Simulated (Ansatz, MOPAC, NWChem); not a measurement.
# A ladder of methods for H2Se (hydrogen selenide)

H2Se, singlet, SMILES `[SeH2]`. Each level relaxes the structure for itself.

Each level gives the zero-point energy at each level's own minimum (kJ/mol). The values are calculated.

```tsv
level	kind	program	value (kJ/mol)
PM6	semi-empirical	MOPAC	36.3
PM6-D3H4	semi-empirical	MOPAC	36.7
PM6-DH+	semi-empirical	MOPAC	36.3
PM6-ORG	semi-empirical	MOPAC	34.8
SVWN5/def2-TZVP	LDA	Ansatz	34.5
PBE-D3(BJ)/def2-TZVP	GGA	Ansatz	34.5
r2SCAN/def2-TZVP	meta-GGA	Ansatz	35.6
PBE0/def2-TZVP	global hybrid	NWChem	35.8
PBE0-D4/def2-TZVP	global hybrid	Ansatz	35.8
wB97X-V/def2-TZVP	range-separated hybrid	Ansatz	36.4
```

All-electron rows without a relativistic Hamiltonian named are non-relativistic. Harmonic and unscaled. The values span 34.5 to 36.7 kJ/mol.
